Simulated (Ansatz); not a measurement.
Relaxation of BF₄H₄N (10 atoms, charge 0, multiplicity 1), to a largest force component of 0.03 eV/Å in at most 50 steps.

The calculation used RKS B3LYP-D4/def2-SVP (Ansatz 0.2.0).

```xyz
10
Properties=species:S:1:pos:R:3:forces:R:3
B 0.436 -1.615 0.438 0.82 1.07 -0.29
N -1.070 0.561 -0.572 0.27 -0.42 0.19
F 0.102 -2.439 -0.525 0.01 0.00 0.00
F -0.207 -1.597 1.581 0.00 0.00 -0.01
H 1.583 1.264 0.408 0.26 -1.14 0.01
F 1.600 -0.908 0.328 -1.11 -0.47 0.11
H -0.553 1.421 -0.389 0.07 0.04 0.03
F 1.346 2.146 0.395 -0.32 0.93 -0.04
H -1.269 0.529 -1.572 0.00 0.00 0.00
H -1.967 0.639 -0.091 0.00 0.00 0.00
```

Q: Where does it end, and by what steps?

A: The run converged. After 10 steps the energy has fallen by 1.062 eV; B1 moved furthest, 0.75 Å. Joined: B1–N2 (2.83 → 1.65 Å).

| step | energy less start (eV) | largest force component (eV/Å) | accepted |
| --- | --- | --- | --- |
| 0 | 0.0000 | 1.144 | yes |
| 1 | -0.1683 | 0.610 | yes |
| 2 | -0.5187 | 0.634 | yes |
| 3 | -0.8583 | 1.756 | yes |
| 4 | -0.9153 | 2.037 | yes |
| 5 | -1.0017 | 0.492 | yes |
| 6 | -1.0471 | 0.179 | yes |
| 7 | -1.0559 | 0.250 | yes |
| 8 | -1.0606 | 0.075 | yes |
| 9 | -1.0616 | 0.043 | yes |
| 10 | -1.0619 | 0.006 | yes |

```xyz
10
Properties=species:S:1:pos:R:3
B 0.095 -0.995 0.194
N -0.815 0.247 -0.413
F -0.179 -2.084 -0.576
F -0.256 -1.099 1.507
H 1.547 1.030 0.389
F 1.427 -0.549 0.031
H -0.382 1.140 -0.123
F 1.184 1.903 0.475
H -0.851 0.212 -1.434
H -1.770 0.195 -0.051
```

Run time: 32 s on 2 threads of Arm Neoverse V1, with other jobs on the host, peak memory 0.22 GiB.
